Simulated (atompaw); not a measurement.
iron: PAW (atompaw) pseudisation with PBE, scalar-relativistic reference atom.

atompaw 4.2.0.5 input, output lines left out:

```
Fe 26
GGA-PBE scalarrelativistic loggrid 1500 logderivrange -9 5 351
4 4 3 0 0 0
4 1 0
3 2 6
0 0 0
c
c
v
v
c
v
v
v
2
1.45 1.35 1.30 1.00
n
n
y
0.65
n
custom rrkj vanderbiltortho sinc
bessel
0.85
1.45
1.15
1.45
1.45
1.30
```

All-electron outer shells of the reference configuration (PBE, scalar-relativistic, ld1.x):

| shell | level (eV) | outermost node (bohr) | outermost maximum (bohr) |
| --- | --- | --- | --- |
| 2s | -819.73 | 0.08 | 0.22 |
| 2p | -698.45 | – | 0.18 |
| 3s | -94.02 | 0.33 | 0.70 |
| 3p | -60.04 | 0.30 | 0.72 |
| 3d | -7.50 | – | 0.71 |
| 4s | -5.29 | 1.00 | 2.41 |
| 4p | -1.33 | 1.10 | 3.33 |

Results:

```json
{"Cutoffs needed": "80 Ry and 160 Ry (the cutoffs (Ry, on a coarse ladder) from which the occupation-weighted sum of valence levels, in a spherical-Bessel basis at the reference potential, stays within 10 and 1 mRy of its value at 400 Ry)", "Ghost test": "no extra level below or beside the all-electron valence levels (s, p, d, f tested) (spherical-Bessel basis up to 400 Ry, 20 bohr box)", "Lowest eigenvalue of the overlap operator": "0.11 (s channel)", "Overlap eigenvalues printed by atompaw (projector basis)": "0.0677, 0.121, 0.21, 24, 51.3, 88.9", "Share of each valence orbital outside the PAW sphere": "3s 3 %, 4s 95 %, 3p 6 %, 4p 98 %, 3d 24 %"}
```

Generation and tests took about 7.8 s on one core of a shared server CPU.
